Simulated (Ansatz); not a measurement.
The cluster Cs₄Cl₄ (the lowest singlet isomer of a short search) was relaxed with PBE0-D4 (def2-SVP) in Ansatz in these states: neutral quintet, neutral singlet, neutral triplet. The geometries follow in no particular order.

In the def2 sets Cs takes a core potential; there is no spin–orbit coupling.

A:

```xyz
8

Cs    1.4478   -1.5362    2.0055
Cs   -2.6275   -1.1881   -0.4218
Cs   -0.3106    2.7456    0.9201
Cs    1.4903   -0.0215   -2.5039
Cl   -1.3828    1.4659   -1.9128
Cl   -1.4232    0.0218    2.3890
Cl    2.5082    1.1326    0.4024
Cl    0.2978   -2.6200   -0.8786
```

B:

```xyz
8

Cs   -0.3820    0.8492   -2.6561
Cs   -1.4407    2.5598    1.9070
Cs   -0.7033   -3.4287   -0.1353
Cs    2.7175    0.0975    0.7253
Cl   -0.4508   -0.7582    2.0584
Cl   -2.2115   -0.3213    0.1433
Cl    1.5080   -1.6631   -1.7517
Cl    0.9629    2.6646   -0.2910
```

C:

```csv
atom,x (Å),y (Å),z (Å)
Cs1,1.099,1.280,2.892
Cs2,2.588,-2.102,0.302
Cs3,-3.343,-0.179,-0.018
Cs4,-0.344,1.001,-3.176
Cl5,-0.553,-1.940,-1.085
Cl6,-0.616,-1.594,1.526
Cl7,-0.626,2.203,0.064
Cl8,1.795,1.331,-0.505
```

Judge from the bond lengths which geometry belongs to which state (an estimate).

A is the neutral singlet (Cs2–Cs3 4.758 Å, Cs1–Cs4 4.757 Å, Cs1–Cs3 4.754 Å); B is the neutral triplet (Cs2–Cs3 6.370 Å, Cs1–Cs4 4.648 Å, Cs1–Cs3 4.976 Å); C is the neutral quintet (Cs2–Cs3 6.243 Å, Cs1–Cs4 6.243 Å, Cs1–Cs3 5.507 Å).

At PBE0-D4/def2-TZVP a singlet lies 4.64 eV below the neutral triplet. At PBE0-D4/def2-TZVP a singlet lies 9.10 eV below the neutral quintet. In the triplet, Cl5 and Cl6 lie 2.64 Å apart (atoms count from 1), so these atoms are partly bonded to each other. In the quintet, Cl5 and Cl6 lie 2.64 Å apart, Cl7 and Cl8 lie 2.64 Å apart (atoms count from 1), so these atoms are partly bonded to each other. These are the stationary points nearest to one start from a short search; other shapes may lie lower in each state.
